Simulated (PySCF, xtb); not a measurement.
Cl₂FHOSn, SMILES [OH][Sn]([F])([Cl])[Cl].

GFN2-xTB (xtb 6.7.1) at its own geometry gives an orbital gap of 3.28 eV and a dipole moment of 1.00 D.

Geometry: B3LYP-D3(BJ)/def2-SVP. The def2 effective core potentials stand for the cores of Sn; spin–orbit coupling is left out. One conformer was computed; it need not be the lowest.

What does B3LYP/def2-TZVP in PySCF give? (An estimate is asked for; the answer gives what the named calculation found.)

gap 5.86 eV (levels -9.47 and -3.61 eV), dipole 0.95 D.
